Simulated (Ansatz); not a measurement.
`CCO[SiH2]C` → `CO[SiH2]C` + `[CH2]` (triplet) at 500 K and 1 bar (formal loss of a carbene).

Program: Ansatz. Geometries: PBE0-D4/def2-TZVP. ΔE: electronic, gas phase. CCSD(T)/CBS adds triple-zeta CCSD(T) − MP2 to the extrapolated MP2 energy (def2 sets, frozen cores). This one scheme is used for every species. Triplets are unrestricted, without spin–orbit coupling. Each species was taken in one conformer, which may not be the lowest.

| species | CCSD(T)/CBS energy (Eh) | H − E (kJ/mol) | S (J/(mol·K)) |
| --- | --- | --- | --- |
| `CCO[SiH2]C` | -484.47586 | 381.0 | 446.1 |
| `CO[SiH2]C` | -445.20896 | 297.6 | 399.4 |
| `[CH2]` (triplet) | -39.09499 | 62.7 | 213.9 |

H − E and S are ideal-gas, rigid-rotor, harmonic terms from PBE0-D4/def2-TZVP, for one conformer and one mirror image of each species, with the whole ground term of open shells counted as degenerate. 1 Eh = 2625.50 kJ/mol, R = 8.31446 J/(mol·K).

Q: By hand: ΔE, ΔH, ΔS and ΔG.

A: ΔE = (-445.20896) + (-39.09499) − (-484.47586) = 0.17191 Eh = 451.3 kJ/mol. Δ(H − E) = 297.6 + 62.7 − 381.0 = -20.7, so ΔH = 430.6 kJ/mol. ΔS = 399.4 + 213.9 − 446.1 = 167.2 J/(mol·K). ΔG = 430.6 − 500 × (167.2)/1000 = 347.0 kJ/mol.

Q: By hand: the equilibrium constant, and the temperature at which ΔG would vanish if ΔH and ΔS stayed fixed.

A: log₁₀ K = −ΔG/(RT ln 10) = -36.3. ΔG = 0 at ΔH/ΔS = 2575 K, far beyond where these terms or the molecules hold.

The number of gas molecules changes by +1, which sets the sign of ΔS. A doubt of 5 kJ/mol in ΔE shifts log₁₀ K by 0.5 here. Other conformers and mirror images would add mixing entropy, several J/(mol·K) or more a flexible species. Modes under 60 cm⁻¹, often nearly free rotors, make the harmonic entropy too high. A triplet takes part, so the spin changes. These are equilibria of isolated gas molecules and say nothing of rates. Largest T1 diagnostic: 0.011 (customary marks: 0.02 for closed shells, 0.045 for open ones).
